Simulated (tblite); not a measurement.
Question: What does the GFN2-xTB structure of `N#C[C@@H](C[O])[C@@H]1CSS1` [radical] look like in three dimensions? (Doublet state.)

Answer: 
```
atom  x, y, z in Å
N1    -0.7594    2.0411   -2.4495
C2    -0.6334    1.4631   -1.4711
C3    -0.4742    0.7011   -0.2629
C4    -1.4684   -0.5188   -0.2238
O5    -1.4650   -1.1064    0.9730
C6     0.9594    0.1674   -0.1334
C7     1.0964   -0.9375    0.9026
S8     2.1458   -0.1030    2.1018
S9     2.0519    1.4107    0.6892
H10   -0.7146    1.3326    0.6003
H11   -2.4716   -0.1027   -0.4303
H12   -1.2189   -1.2067   -1.0567
H13    1.3630   -0.0906   -1.1146
H14    1.5369   -1.8676    0.5515
H15    0.0478   -1.1747    1.3020
```

Any rigid rotation of these coordinates is as good. Atoms count from 1 in this order. The C–S distances run from 1.799 Å (C7–S8, drawn single) to 1.848 Å (C6–S9, drawn single), a spread of 0.049 Å. The 4-membered ring C6–C7–S8–S9 has internal angles of 80.7° to 99.8°; it is almost planar, 0.02 Å rms from its mean plane, widest ring torsion 2°. Of the pairs four or more bonds apart, O5···H15 is among the closest relative to their van der Waals radii: 1.55 Å, 57 % of the sum of Bondi's values. The C–C distances run from 1.437 Å (C2–C3, drawn single) to 1.574 Å (C3–C4, drawn single), a spread of 0.137 Å.

Bonds between heavy atoms (Å): N1≡C2 1.143, C2–C3 1.437, C3–C4 1.574, C4–O5 1.333, C3–C6 1.535, C6–C7 1.521, C7–S8 1.799, S8–S9 2.073, C6–S9 1.848.

Computed geometry: GFN2-xTB, gas phase. This method treats the open shell by occupation alone, without spin polarisation.

Point group: C1 (no symmetry element, even within 0.4 Å). Its GFN2-xTB frequencies are all real (lowest 36 cm⁻¹). Torsions: C2–C3–C4–O5 -171°, C2–C3–C6–C7 -164°.

One conformer stands for the species.
